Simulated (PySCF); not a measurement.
## LDA on Pt (platinum, neutral)

Configuration: [Xe] 4f14 5d9 6s1, high-spin 3D determinant. All numbers are calculated (PySCF 2.14, scalar relativity by spin-free X2C-1e, in ANO-RCC-VTZP (8s7p5d3f1g, 84 functions)).

* Total energy: -18403.78 hartree
* One-electron energy: -25244.38 hartree
* Hartree (Coulomb) energy: 7190.72 hartree
* Exchange-correlation energy: -350.12 hartree
* ⟨S²⟩: 2.0004
* ⟨L²⟩: 6.278
* Sum of ⟨r⟩: 45.94 bohr
* Sum of ⟨r²⟩: 61.39 bohr²
* Traceless quadrupole moment −½Σ⟨3z² − r²⟩ along its main axis: -0.0680 e·bohr²
* Langevin diamagnetic susceptibility: -48.6 ×10⁻⁶ cm³/mol

```tsv
shell	electrons	mean orbital energy (eV)	spread (eV)	rms radius, mean of both spins (bohr)
1s α	1	-78050.1	0	0.0194
1s β	1	-78050.1	0	0.0194
2s α	1	-13715.2	0	0.0782
2s β	1	-13715.1	0	0.0782
2p α	3	-11946.5	0.131	0.0716
2p β	3	-11946.4	0.092	0.0716
3s α	1	-3223.7	0	0.200
3s β	1	-3223.6	0	0.200
3p α	3	-2705.4	0.278	0.202
3p β	3	-2705.3	0.238	0.202
3d α	5	-2117.8	0.296	0.184
3d β	5	-2117.8	0.219	0.184
4s α	1	-692.19	0	0.442
4s β	1	-692.12	0	0.442
4p α	3	-520.94	0.528	0.471
4p β	3	-520.86	0.452	0.471
4d α	5	-306.55	0.629	0.504
4d β	5	-306.46	0.496	0.504
5s α	1	-102.11	0	1.01
5s β	1	-101.63	0	1.01
4f α	7	-71.060	0.598	0.570
4f β	7	-70.928	0.475	0.570
5p α	3	-56.967	0.911	1.17
5p β	3	-56.373	0.480	1.17
5d α	5	-6.863	0.868	1.91
6s α	1	-6.312	0	2.93
5d β	4	-6.012	0.414	1.91
```

Spin-orbit coupling, absent here, splits the open shell strongly.

Densities and radii are taken from the X2C orbitals without a picture-change correction, which distorts them close to the nucleus.
